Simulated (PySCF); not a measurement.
## Stationary points of ScBr₂

These are results of B3LYP/[Sc def2-SVP, Br def2-SVP], no relativity, density fitting, PySCF, not measurements.

Relaxations began from a few typed shapes; open shells are unrestricted. The search is not exhaustive: other isomers or separated fragments can lie lower, and high-lying points may rest on an excited occupation.

Question: Order these stationary points by electronic energy, lowest first, in kJ/mol from the lowest minimum.
A. doublet D∞h: Sc–Br 2.511 Å (×2); Br–Sc–Br 180.0°
B. doublet C2v: Sc–Br 2.450 Å (×2); Br–Sc–Br 140.0°

Answer: B (0.0), A (7.7).

Question: Which of them are minima?

Answer: By energy in kJ/mol, 0.0: minimum; 7.7: minimum.

Formally Sc is in oxidation state +2, d1, with 1 unpaired electron. The Mulliken spin on Sc is 1.05. The polar-tensor charge on Sc, 1.34, is below the formal one.

For the lowest minimum: with open d or f shells other occupations or spin states may lie lower.
